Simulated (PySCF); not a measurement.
SMILES C#CCC(C)(C)C, GFN2-xTB optimised geometry.

```
19

C      2.08    -1.31     0.00
C      0.89    -1.32     0.00
C     -0.56    -1.32     0.00
C     -1.16     0.10     0.00
C     -2.68    -0.01    -0.01
C     -0.69     0.85    -1.25
C     -0.70     0.85     1.25
H      3.13    -1.31     0.00
H     -0.91    -1.86    -0.89
H     -0.91    -1.86     0.89
H     -3.04    -0.54     0.87
H     -3.03    -0.53    -0.89
H     -3.13     0.98     0.00
H      0.39     0.92    -1.27
H     -1.10     1.86    -1.26
H     -1.02     0.34    -2.15
H     -1.10     1.86     1.26
H      0.39     0.91     1.28
H     -1.04     0.34     2.15
```

Density from PySCF with PBE0/def2-SVP at that geometry.

Minimum of the electron density along straight lines between bonded atoms, close to the bond critical point (lines longer than 1.1 times the sum of covalent radii, or with two minima, are not listed):

```
bond    length / Å  ρ at the minimum / e bohr⁻³  ∇²ρ there / e bohr⁻⁵  position (fraction from the first atom)
------  ----------  ---------------------------  --------------------  ---------------------------------------
C1–C2        1.197                   (withheld)                 -1.05                                     0.47
C2–C3        1.448                        0.271            (withheld)                                     0.53
C3–C4        1.543                        0.237                 -0.53                                     0.51
C4–C5        1.530                        0.244                 -0.55                                     0.50
C4–C6        1.529                        0.244                 -0.56                                     0.50
C4–C7        1.529                        0.244                 -0.56                                     0.50
C1–H8        1.049                        0.293            (withheld)                                     0.65
C3–H9        1.094                        0.274                 -1.00                                     0.63
C3–H10       1.094                        0.274                 -1.00                                     0.63
C5–H11       1.088                        0.276                 -1.00                                     0.62
C5–H12       1.088                        0.276                 -1.00                                     0.62
C5–H13       1.088                        0.276                 -1.01                                     0.62
C6–H14       1.088                        0.277                 -1.02                                     0.63
C6–H15       1.088                        0.276                 -1.00                                     0.62
C6–H16       1.088                        0.275                 -1.00                                     0.62
C7–H17       1.088                        0.276                 -1.00                                     0.62
C7–H18       1.088                        0.277                 -1.02                                     0.63
C7–H19       1.088                        0.275                 -1.00                                     0.62
```

Some entries are withheld; supply them.


- C1–C2, ρ at the minimum / e bohr⁻³: 0.400
- C2–C3, ∇²ρ there / e bohr⁻⁵: -0.67
- C1–H8, ∇²ρ there / e bohr⁻⁵: -1.21
